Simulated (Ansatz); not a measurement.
Geometry optimisation, RKS PBE-D4/def2-SVP in Ansatz 0.2.0.

input.yaml

```yaml
crystal:
  periodic: [false, false, false]
  atoms:
    - { symbol: B, position_ang: [-0.72673, 0.22045, 0.53888] }
    - { symbol: B, position_ang: [0.62752, -0.06569, -0.34942] }
    - { symbol: Cl, position_ang: [2.13084, 0.77615, -0.28626] }
    - { symbol: Br, position_ang: [0.50097, -1.49973, -1.59989] }
    - { symbol: H, position_ang: [-1.5875, 0.916, 0.15705] }
    - { symbol: H, position_ang: [-0.94509, -0.34718, 1.53964] }
basis:
  gaussian: { orbitals: def2-SVP }
hamiltonian:
  xc: pbe
  dispersion: d4
relax:
  f_tol: 0.015
  max_steps: 40
output:
  orbitals: {}
```

Run as:

```bash
$ ansatz run input.yaml --threads 1 --pin off --max-ram 2048MiB --backend cpu --events-out ev --progress --plain --runs-dir out
```

Question: Where does it end, and by what steps?

Answer: It converged. The force dipped under the threshold on the way, but the program's further checks kept it going. After 7 steps the energy has fallen by 0.099 eV; Br4 moved furthest, 0.09 Å.

```json
{"step": "0", "energy less start (eV)": "0.0000", "largest force component (eV/Å)": "1.047", "accepted": "yes"}
{"step": "1", "energy less start (eV)": "-0.0777", "largest force component (eV/Å)": "0.346", "accepted": "yes"}
{"step": "2", "energy less start (eV)": "-0.0960", "largest force component (eV/Å)": "0.148", "accepted": "yes"}
{"step": "3", "energy less start (eV)": "-0.0974", "largest force component (eV/Å)": "0.049", "accepted": "yes"}
{"step": "4", "energy less start (eV)": "-0.0978", "largest force component (eV/Å)": "0.028", "accepted": "yes"}
{"step": "5", "energy less start (eV)": "-0.0980", "largest force component (eV/Å)": "0.051", "accepted": "yes"}
{"step": "6", "energy less start (eV)": "-0.0987", "largest force component (eV/Å)": "0.013", "accepted": "yes"}
{"step": "7", "energy less start (eV)": "-0.0989", "largest force component (eV/Å)": "0.011", "accepted": "yes"}
```

```xyz
6
Properties=species:S:1:pos:R:3
B -0.727 0.205 0.525
B 0.672 -0.034 -0.343
Cl 2.200 0.817 -0.279
Br 0.416 -1.511 -1.572
H -1.619 0.923 0.108
H -0.943 -0.400 1.561
```

Whether the end is a true minimum wasn't checked by a vibrational analysis.

Time of the run: 19 s on 1 thread of Intel(R) Xeon(R) Platinum 8375C CPU @ 2.90GHz (Ice Lake), on a shared host, peak memory 0.14 GiB.
